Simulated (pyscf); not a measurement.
[H₃C–Ga–OH]• → •H₂C–GaH–OH (hydrogen shift; doublet surface; C–H broken, Ga–H formed). PySCF, gas phase, ωB97X-D3(BJ)/def2-SVP geometries. Correlated levels are frozen-core, on RHF or UHF. ΔMP2 is the change of the MP2 total energy from the triple- to the quadruple-zeta basis. Energies in kcal/mol from the reactant's lowest minimum found.

| level | barrier | reaction energy |
|---|---|---|
| ωB97X-D3(BJ)/def2-TZVP | 66.8 | +22.0 |
| PBE/def2-TZVP | 60.4 | +26.4 |
| B3LYP-D3(BJ)/def2-TZVP | … | +24.3 |
| ωB97M-D3(BJ)/def2-TZVP | 66.7 | +24.1 |
| CCSD/def2-TZVPP | 65.4 | +20.3 |
| CCSD(T)/def2-TZVPP | 63.8 | +21.5 |
| CCSD(T)/def2-TZVPP + ΔMP2(QZVPP) | … | … |

### Question
What belongs in the gaps?

### Answer

- B3LYP-D3(BJ)/def2-TZVP, barrier: 64.2
- CCSD(T)/def2-TZVPP + ΔMP2(QZVPP), barrier: 63.5
- CCSD(T)/def2-TZVPP + ΔMP2(QZVPP), reaction energy: +21.8

The same reactants have a lower exit, to H₃C–GaH–O• (barrier +57.4 kcal/mol at ωB97M-D3(BJ)/def2-TZVP, against +66.7 kcal/mol here). This is the saddle that the search found; another between the same sides may lie lower. The CCSD(T) − MP2 part came from Ansatz, without density fitting, on the same reference. A UHF reference is spin-contaminated (<S²> up to 0.90), which harms MP2 most. The frozen core leaves the outer d or s,p core shells of the metals and heavy elements correlated in the MP2 and CC values, and def2-TZVPP describes them poorly, which can shift differences by a few kcal/mol. Elements up to Kr have no core potential and no relativistic terms here.
